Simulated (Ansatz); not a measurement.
Ansatz (a first-principles code) input (MP2/6-31G* with LANL2DZ past Ar): The .json file joins the Basis Set Exchange's 6-31G* for atoms up to Ar and LANL2DZ past it.

Ansatz 0.2 input:
```yaml
crystal:
  periodic: [false, false, false]
  atoms:
    - {symbol: Sb, position_ang: [-0.33499300, -0.17820600, 0.48278300]}
    - {symbol: Cl, position_ang: [-0.34556600, 1.85082400, -0.72811400]}
    - {symbol: Cl, position_ang: [1.35054500, -1.31620700, -0.72023700]}
basis:
  gaussian:
    orbitals: 6-31Gs+LANL2DZ.json
magnetization: {spin_polarized: true, initial_magnetization: 1}
correlation: {method: mp2, electrons: outside_noble_gas}
relax: {f_tol: 0.003, max_steps: 120}
```

From the output:

```
these checks for a lower state are left out or cut short: starts, cluster_reference, orbital_swaps, neighbouring_geometries, increment
integrals: 0.01 GiB planned
510 factors; integrals over basis functions are off by at most 1.1e-4 eV
mean field: 0.11 GiB planned
mean field -25150.12679392 eV, -924.2501123082 hartree, gradient 1.0e-6 eV, S^2 0.756936; 0 other end points of the search recorded, 0 dependent functions left out
10 core orbitals not correlated
reference -25150.12679392 eV, -924.2501123082 hartree; 10, 9 occupied and 26, 27 virtual orbitals, 510 factors
densities: 0.08 GiB planned
second order -7.88057006 eV of doubles, -0.00000000 eV of singles
the calculation of the forces begins
relax step   2: F+E_penalty+E_count = -25158.00736398 eV  Δ(F+E_penalty+E_count) = -1.798e-2 eV  max|allowed force component| = 1.449e-1 eV/Å  Δτ_max = 0.0321 Å  (36 SCF iters, accepted)
these checks for a lower state are left out or cut short: starts, cluster_reference, orbital_swaps, neighbouring_geometries, increment
integrals: 0.01 GiB planned
510 factors; integrals over basis functions are off by at most 1.1e-4 eV
mean field: 0.11 GiB planned
mean field evaluation 32: about -25150.1311 eV, gradient 2.4e-6 eV
mean field -25150.13105003 eV, -924.2502687175 hartree, gradient 2.4e-6 eV, S^2 0.756721; 0 other end points of the search recorded, 0 dependent functions left out
10 core orbitals not correlated
reference -25150.13105003 eV, -924.2502687175 hartree; 10, 9 occupied and 26, 27 virtual orbitals, 510 factors
densities: 0.08 GiB planned
second order -7.87769786 eV of doubles, -0.00000000 eV of singles
the calculation of the forces begins
relax step   3: F+E_penalty+E_count = -25158.00874789 eV  Δ(F+E_penalty+E_count) = -1.384e-3 eV  max|allowed force component| = 5.976e-3 eV/Å  Δτ_max = 0.0108 Å  (36 SCF iters, accepted)
these checks for a lower state are left out or cut short: starts, cluster_reference, orbital_swaps, neighbouring_geometries, increment
integrals: 0.01 GiB planned
510 factors; integrals over basis functions are off by at most 1.1e-4 eV
mean field: 0.11 GiB planned
mean field -25150.13114940 eV, -924.2502723694 hartree, gradient 2.7e-6 eV, S^2 0.756727; 0 other end points of the search recorded, 0 dependent functions left out
10 core orbitals not correlated
reference -25150.13114940 eV, -924.2502723694 hartree; 10, 9 occupied and 26, 27 virtual orbitals, 510 factors
densities: 0.08 GiB planned
second order -7.87760768 eV of doubles, -0.00000000 eV of singles
the calculation of the forces begins
relax step   4: F+E_penalty+E_count = -25158.00875708 eV  Δ(F+E_penalty+E_count) = -9.189e-6 eV  max|allowed force component| = 1.263e-4 eV/Å  Δτ_max = 0.0017 Å  (27 SCF iters, accepted)
these checks for a lower state are left out or cut short: cluster_reference
integrals: 0.01 GiB planned
510 factors; integrals over basis functions are off by at most 1.1e-4 eV
mean field: 0.11 GiB planned
mean field -25150.13114940 eV, -924.2502723694 hartree, gradient 2.7e-6 eV, S^2 0.756727; 1 other end points of the search recorded, 0 dependent functions left out
10 core orbitals not correlated
reference -25150.13114940 eV, -924.2502723694 hartree; 10, 9 occupied and 26, 27 virtual orbitals, 510 factors
densities: 0.08 GiB planned
second order -7.87760768 eV of doubles, -0.00000000 eV of singles
the calculation of the forces begins
Total energy: -25158.00875708 eV, -924.5397691119 hartree
Atom 0 at    -0.347272    -0.184738     0.500480 Å, force    -0.000065    -0.000034     0.000093 eV/Å
Atom 1 at    -0.349600     1.873087    -0.737010 Å, force    -0.000026     0.000126    -0.000047 eV/Å
Atom 2 at     1.366859    -1.331938    -0.729038 Å, force     0.000091    -0.000092    -0.000046 eV/Å
Dipole moment:    -0.446551    -0.237551     0.643558 e Å
Checks for a lower state left out: cluster_reference
```

The geometry given is a B3LYP-D3(BJ)/def2-TZVP minimum.
